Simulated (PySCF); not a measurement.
C3HBrCl2.

```xyz
7

Cl    -2.4016     0.1481     1.4643
C     -1.5170    -0.1545     0.0000
Cl    -2.4016     0.1481    -1.4643
C     -0.2788    -0.5854     0.0000
C      0.9624    -0.9900     0.0000
Br     2.4396     0.2110     0.0000
H      1.2703    -2.0390     0.0000
```

Coordinates come from a TPSSh-D3(BJ)/def2-SVP optimisation. The structure was generated by enumeration, and PubChem lists no compound with its InChIKey, so it may never have been made.

Computed with PBE0/pcSseg-1 (PySCF). Non-relativistic, no solvent.

Computed absolute GIAO shielding of each atom: isotropic value and principal components (ppm):
```
atom  σ(iso)     σ11     σ22     σ33    span
----  ------  ------  ------  ------  ------
Cl1    591.8   367.3   512.3   895.7   528.4
C2      55.5     2.3    69.3    95.1    92.8
Cl3    591.8   367.3   512.3   895.7   528.4
C4     -32.5   -46.1   -29.2   -22.3    23.9
C5      76.7     8.8    77.5   144.0   135.1
Br6   1966.3  1482.8  1688.2  2728.1  1245.3
H7      24.5    19.0    24.4    30.2    11.2
```
